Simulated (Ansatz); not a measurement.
Ansatz results at the PBE0-D4/def2-TZVP geometry: size of the dipole moment (ωB97M-V/def2-TZVPP) 1.08 D; LUMO energy (PBE/def2-TZVPP) -1.55 eV; LUMO energy (ωB97M-V/def2-TZVPP) 1.52 eV.

(1) Which molecule gave them?
A. `CC1CB1F`
B. `[SiH3]C([SiH3])[TeH]`
C. `[OH][Ge]1([F])[CH2][SiH2]1`
D. `FC[SiH2][SnH3]`

Answers

(1) A. The others give `[OH][Ge]1([F])[CH2][SiH2]1`: 2.25, -2.06, 0.62; `FC[SiH2][SnH3]`: 1.62, -0.94, 1.37; `[SiH3]C([SiH3])[TeH]`: 0.62, -1.93, 0.69.
